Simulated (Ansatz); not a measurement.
# Ligand exchange: C3H10Si + CH5NO → C2H9NSi + C2H6O

Gas-phase species: C3H10Si `CC[SiH2]C`, singlet; CH5NO `CON`, singlet; C2H9NSi `CC[SiH2]N`, singlet; C2H6O (dimethyl ether) `COC`, singlet. The partners trade CH3 for NH2: Si–CH3 and O–NH2 bonds give way to Si–NH2 and O–CH3.

Shapes, held fixed at every level: PBE0-D4/def2-TZVP. Flexible molecules stand in one conformer, not always the lowest. Programs: Ansatz 0.2.0. The zero-point and thermal change to 298 K, harmonic and unscaled (PBE0-D4/def2-TZVP), is +1.4 kJ/mol.

```tsv
level	kind	ΔH(298 K) (kJ/mol)	less CCSD(T)/CBS estimate
r2SCAN-D4/def2-TZVPP	meta-GGA	-176.4	+6.7
B3LYP-D4/def2-TZVPP	global hybrid	-177.4	+5.7
r2SCAN0-D4/def2-TZVPP	global hybrid	-183.0	+0.1
wB97X-V/def2-TZVPP	range-separated hybrid	-175.4	+7.7
B2PLYP/def2-TZVPP	double hybrid	-183.3	-0.2
MP2/def2-TZVPP	perturbation theory	-190.3	-7.2
CCSD(T)/CBS estimate	coupled cluster or CI	-183.1	0.0
```

The highest level, CCSD(T)/CBS estimate, gives ΔH(298 K) = -183.1 kJ/mol; the levels span -190.3 to -175.4. The column of differences is taken from that level and isn't an error. No measured value is set beside it here. The CBS estimate extrapolates MP2 from def2-TZVPP and def2-QZVPP and adds CCSD(T) − MP2 in the triple-zeta set, cores frozen.
